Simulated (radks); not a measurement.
Task: Species: Hf V. Configuration: [Xe] 4f14. Calculated with a radial shooting solver on a logarithmic mesh with Libxc functionals: Dirac Kohn-Sham, BLYP, spin-unpolarised, spherical densities, point nucleus. Some entries of the table are withheld. Estimate them.

orbital,occ.,eigenvalue (hartree),r(max) (bohr)
1s1/2,2,-2397.869,0.01190
2s1/2,2,(1),0.06824
2p1/2,2,-392.6580,0.05091
2p3/2,4,-348.8399,0.05753
3s1/2,2,-94.80842,(2)
3p1/2,2,-86.65096,0.1804
3p3/2,4,-77.26078,0.1940
3d3/2,4,-63.46172,0.1523
3d5/2,6,-61.41364,0.1561
4s1/2,2,-20.29275,0.4377
4p1/2,2,-16.95232,0.4382
4p3/2,4,-14.80276,0.4673
4d3/2,4,(3),(4)
4d5/2,6,(5),(6)
5s1/2,2,-3.95049,1.014
5p1/2,2,-2.98983,1.093
5p3/2,4,-2.68908,1.176
4f5/2,6,-2.15326,0.4518
4f7/2,8,-2.08877,0.4570

Result: 
(1) 2s1/2 eigenvalue (hartree): -411.0708
(2) 3s1/2 r(max) (bohr): 0.1924
(3) 4d3/2 eigenvalue (hartree): -9.31587
(4) 4d3/2 r(max) (bohr): 0.4659
(5) 4d5/2 eigenvalue (hartree): -8.92242
(6) 4d5/2 r(max) (bohr): 0.4752
